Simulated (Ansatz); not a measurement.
Consider the substitution at a C–Si bond: `C[SiH2]N[SiH2]O` + `OC[SeH]` → `COC[SeH]` + `O[SiH2]N[SiH3]`.

Computed with Ansatz on PBE0-D4/def2-TZVP structures; ΔE is electronic, products minus reactants. CCSD(T)/CBS adds triple-zeta CCSD(T) − MP2 to the extrapolated MP2 energy (def2 sets, frozen cores). DFT in def2-TZVPP. B3LYP here is the variant with VWN-RPA as its local correlation; programs differ in this. For Se outer-core shells are correlated without core-valence functions, which leaves a few kJ/mol of doubt a bond. Scalar relativity is left out up to krypton. One conformer a species, not always the lowest.

**Question.** Is it downhill or uphill in electronic energy at CCSD(T)/CBS, and by how much? (Best estimate.)

**Answer.** The calculation gave: Uphill: ΔE = +84.8 kJ/mol.

**Question.** What do these levels give: PBE-D4, PBE0-D4, B3LYP-D4, ωB97X-V, PBE, PBE0, B3LYP, HF/def2-TZVPP, MP2/def2-TZVPP, SCS-MP2/def2-TZVPP, HF/def2-QZVPP, SCS-MP2/def2-QZVPP? (Best estimate.)

**Answer.** Computed: PBE-D4 82.6, PBE0-D4 85.0, B3LYP-D4 78.7, ωB97X-V 79.3, PBE 83.0, PBE0 85.2, B3LYP 79.3, HF/def2-TZVPP 74.4, MP2/def2-TZVPP 85.6, SCS-MP2/def2-TZVPP 79.8, HF/def2-QZVPP 74.5, SCS-MP2/def2-QZVPP 82.3 kJ/mol.

Largest T1 diagnostic among the species: 0.011.

In def2-TZVPP, CCSD(T) changes the Hartree–Fock value by +6.5 kJ/mol (the triples alone add −0.3 kJ/mol) and MP2 by +11.2 kJ/mol.
